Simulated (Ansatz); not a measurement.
`[SiH3][SiH2][InH2]` → `[InH2]`• + `[SiH2][SiH3]`•  (homolysis of the In–Si bond)

Computed with Ansatz on PBE0-D4/def2-TZVP structures; ΔE is electronic, products minus reactants. CCSD(T)/CBS is the MP2 limit (def2-TZVPP, def2-QZVPP) plus CCSD(T) − MP2 in def2-TZVPP, frozen cores. DFT in def2-TZVPP. B3LYP here is the variant with VWN-RPA as its local correlation; programs differ in this. No spin–orbit coupling; open shells (•) take unrestricted orbitals. def2 core potentials past Kr. For In outer-core shells are correlated without core-valence functions, which leaves a few kJ/mol of doubt a bond.

(1) What is ΔE at CCSD(T)/CBS? (Best estimate.)

(2) What do these levels give: LDA (SPW92), B3LYP-D4, CAM-B3LYP-D4, PBE-QIDH, BLYP, HF/def2-TZVPP? (Best estimate.)

Largest T1 diagnostic among the species: 0.018.

## Answers

(1) Ansatz gave: +2.89 eV.

(2) Ansatz gave: LDA (SPW92) 3.08, B3LYP-D4 2.60, CAM-B3LYP-D4 2.66, PBE-QIDH 2.78, BLYP 2.38, HF/def2-TZVPP 1.83 eV.

From PBE to PBE0 (25 % exact exchange), in def2-TZVPP and without D4, ΔE moves by +0.04 eV. At CCSD(T), def2-SVP lies −0.30 eV from the extrapolated value and def2-TZVPP −0.13 eV: correlation converges slowly with the basis, and small sets miss more of it in the bonded molecule than in its fragments.
